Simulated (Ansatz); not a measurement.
The molecule BaAl, multiplicity 4 (an upper state: multiplicity 2 came lower at CCSD(T)/def2-TZVPP on PBE0 minima). No spin–orbit coupling. The T1 diagnostic near the minimum is 0.056, so single-reference values are doubtful.

Seven points along R, fitted to fifth degree in 1/R; most abundant isotopes. Runs in def2 and cc sets follow the lowest solution found near the PBE0 minimum.

Correlated levels freeze the inner cores; with def2 sets outer-core shells near the valence are correlated too.

Run with Ansatz (Gaussian orbitals). Each number belongs to the level named beside it. In def2 rows elements past Kr take small-core potentials, without spin–orbit coupling.

Energies at CCSD/def2-TZVPP:

```csv
R (Å),E (hartree)
2.811651,-267.20465322
2.887233,-267.20754482
2.956768,-267.20910794
3.035373,-267.20982388
3.113979,-267.20962420
3.204677,-267.20848910
3.310492,-267.20622996
```

With a reduced mass of 22.5664 u, find the minimum, the force constant and the constants.

A fifth-degree polynomial in 1/R puts the minimum at r_e = 3.0554 Å with force constant 61.0 N/m. Then ω_e = (1/2πc)√(k/μ) = 214 cm⁻¹ and B_e = h/(8π²cμr_e²) = 0.08002 cm⁻¹; the cubic and quartic terms give α_e = 0.00032 and ω_e x_e = 0.65 cm⁻¹.

Doubts at one or more of the structures used: T1 above 0.05 (CCSD/def2-TZVPP).

Ansatz is a program for electronic structure.
